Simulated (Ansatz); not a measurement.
F2H2MoO2S, SMILES `[OH][Mo]([OH])([F])([F])=[S]`, relaxed with RKS PBE-D4/def2-SVP in Ansatz 0.2.0 from a rough embedded geometry. The force threshold is 0.03 eV/Å; the program also tests the step.

Charge 0, multiplicity 1. Mo: def2 effective core potential.

Start:

```xyz
8

O     0.125    1.632    0.610
Mo    0.209   -0.175   -0.459
O     1.057   -0.500    1.335
F    -1.378   -1.071   -0.158
F    -0.313   -1.406   -2.005
S     0.275    0.405   -2.583
H    -0.570    1.999    1.167
H     0.595   -0.883    2.092
```

| step | energy (eV) | largest force (eV/Å) | largest move (Å) |
| --- | --- | --- | --- |
| 1 | -22227.9641 | 4.826 | 0.000 |
| 2 | -22229.5901 | 1.970 | 0.195 |
| 3 | -22230.7668 | 2.893 | 0.198 |
| 4 | -22231.8308 | 2.614 | 0.192 |
| 5 | -22232.6746 | 0.759 | 0.197 |
| 6 | -22233.0581 | 0.779 | 0.195 |
| 7 | -22233.2384 | 0.689 | 0.200 |
| 8 | -22233.3822 | 0.437 | 0.200 |
| 9 | -22233.4958 | 0.264 | 0.200 |
| 10 | -22233.5838 | 0.383 | 0.200 |
| 11 | -22233.6333 | 0.357 | 0.200 |
| 12 (rejected) | -22233.5701 | 2.391 | 0.194 |
| 13 | -22233.6631 | 0.284 | 0.097 |
| 14 | -22233.6785 | 0.666 | 0.098 |
| 15 | -22233.6871 | 0.350 | 0.075 |
| 16 (rejected) | -22233.6339 | 0.786 | 0.109 |
| 17 | -22233.6911 | 0.086 | 0.055 |
| 18 | -22233.6917 | 0.025 | 0.012 |

End:

```xyz
8

O    -0.280    1.205    0.926
Mo   -0.025   -0.152   -0.388
O     1.486   -0.656    0.594
F    -1.873    0.117   -0.647
F    -0.439   -1.939   -0.752
S     0.816    0.710   -2.123
H    -1.139    1.670    0.864
H     1.455   -0.954    1.525
```

Run time 37 s (4 threads of an Arm Neoverse V1 on a shared host); peak host memory 0.25 GiB.
